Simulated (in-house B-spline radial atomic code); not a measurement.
How numerical settings move a run on P7+, [He] 2s2 2p4. Computed with an all-electron radial atomic-structure program (B-spline basis): non-relativistic PBE, spin-polarised, spherical fractional occupations, point nucleus.

Command:
```bash
python run_scf.py task.json out
```
Settings of the sound reference run:
```
Z                15
electrons        8
configuration    [He] 2s2 2p4
hamiltonian      nr
method           pbe,pbe
spin_polarised   True
knot_spacing     0.22
spline_order     8
gauss_points     12
box_radius       7.79
max_iterations   70
damping          0.5
damped_steps     3
diis_vectors     10
tolerance        1e-08
start            Thomas-Fermi
```

Time taken, with all properties: 0.24 s on 1 thread of Arm Neoverse N1, with other jobs on the host.

It converges in 8 iterations to -316.785450 hartree, with 2p down at -286.17 eV. The other runs change the listed settings, some to values that make no sense; their results aren't properties of the atom or ion. Radii are in bohr (the nuclear one in fm), a minus after a letter asks for a j subshell, and «unchanged» means within 1e-8 hartree. The run stops when the residual is below 10 × tolerance × max(1, Z/10), or a noise floor if that is larger, and the energy moves by less than 1e-8 × √|E| hartree; so very loose and very tight tolerances often act alike.

| changed settings | outcome |
| --- | --- |
| damping = 0.8 | converged in 9 iterations, energy unchanged, 2p down level +1.0e-06 eV |
| electrons = 9, configuration = [He] 2s2 2p4 3s-1, max_iterations = 100 | stopped with error: j subshells need the Dirac Hamiltonian and l > 0 |
| gauss_points = 4 | converged in 8 iterations, energy -1.48e-07 hartree from the reference, 2p down level -6.8e-07 eV |
| damping = 0.95 | converged in 9 iterations, energy unchanged, 2p down level +8.4e-07 eV |
| spline_order = 10, box_radius = 1.56, max_iterations = 60, damped_steps = 0, tolerance = 1e-10 | converged in 7 iterations, energy +5.17e-02 hartree from the reference, 2p down level +9.3e-01 eV (the program warns: 2p down reaches the box edge; 2s up reaches the box edge) |
| gauss_points = 16 | converged in 8 iterations, energy unchanged |
| electrons = 11, configuration = [He] 2s2 2p7, max_iterations = 100 | stopped with error: shell 2p holds at most 3 electrons (per spin) |
| hamiltonian = dirac, method = hf, spin_polarised = False, nucleus = fermi, rms_radius = 3.1889, mass_number = 31, atomic_mass = 30.97376, speed_of_light = 11.25066 | stopped with error: Z/c is past the critical charge |
| knot_spacing = 0.4, max_iterations = 60, damping = 0.8, damped_steps = 1 | converged in 7 iterations, energy +1.61e-05 hartree from the reference, 2p down level -1.1e-04 eV |
| gauss_points = 3 | converged in 8 iterations, energy -9.06e+04 hartree from the reference, 2p down level +3.8e+01 eV |
| gauss_points = 8, first_knot = 6.67e-06, max_iterations = 60, damping = 0.95, tolerance = 1e-06 | converged in 8 iterations, energy -3.40e-08 hartree from the reference, 2p down level +5.8e-06 eV |

Problem. What happens with box_radius = 15.58, max_iterations = 3, diis_vectors = 1, tolerance = 0.01?

Solution. Not converged after 3 iterations, last residual 7.5e-02, last energy +4.59e-02 hartree from the reference.

Problem. What happens with damping = 0?

Solution. Converged in 7 iterations, energy unchanged, 2p down level -2.0e-06 eV.

Problem. What happens with first_knot = 0.02, max_iterations = 100, damping = 0?

Solution. Converged in 7 iterations, energy unchanged, 2p down level -3.5e-06 eV.

Problem. What happens with damping = 0.2?

Solution. Converged in 7 iterations, energy unchanged, 2p down level +5.1e-06 eV.
